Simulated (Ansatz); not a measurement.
Ansatz results at the PBE0-D4/def2-TZVP geometry: LUMO energy (PBE/def2-TZVPP) -1.52 eV; HOMO energy (PBE/def2-TZVPP) -4.96 eV; size of the dipole moment (B3LYP/def2-TZVPP) 1.50 D.

Each molecule was computed in one conformer, which needn't be the lowest.

Q: Which molecule gave them?
A. `BSC(F)[SiH3]`
B. `N[SiH]1[NH][Al]1[OH]`
C. `C[Si](C)(F)[AlH2]`
D. `C=NC[TeH]`

A: B. The others give `C=NC[TeH]`: -1.78, -5.23, 0.63; `C[Si](C)(F)[AlH2]`: -2.84, -5.97, 1.72; `BSC(F)[SiH3]`: -2.47, -7.16, 1.51.

B3LYP here is the variant with VWN-RPA as its local correlation; programs differ in this.
